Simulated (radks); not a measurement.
Coulomb parameter of the 5d shell of the hafnium ion Hf+ in the model configuration [Xe] 4f14 5d2 6s1, as a second difference U = [E(n + 0.5) + E(n - 0.5) - 2 E(n)] / (0.5)^2 with all orbitals relaxed. "Bare": the charge of the atom changes with n. "Screened": the 6s shell takes up the change at fixed total charge, which measures U(5d,5d) + U(6s,6s) - 2 U(5d,6s). Method: scalar-relativistic Kohn-Sham, PBE, spin-unpolarised, spherical densities, point nucleus; computed with a radial shooting solver on a logarithmic mesh with Libxc functionals.

case                   configuration  E - E(n) (eV)
start              [Xe] 4f14 5d2 6s1          0.000
bare +0.5        [Xe] 4f14 5d2.5 6s1         -3.597
bare -0.5        [Xe] 4f14 5d1.5 6s1          5.695
screened +0.5  [Xe] 4f14 5d2.5 6s0.5          0.947
screened -0.5  [Xe] 4f14 5d1.5 6s1.5         -0.813

U(bare) = 8.391 eV, U(screened by 6s) = 0.535 eV, against the Slater integral F0(5d,5d) = 10.909 eV with frozen orbitals.
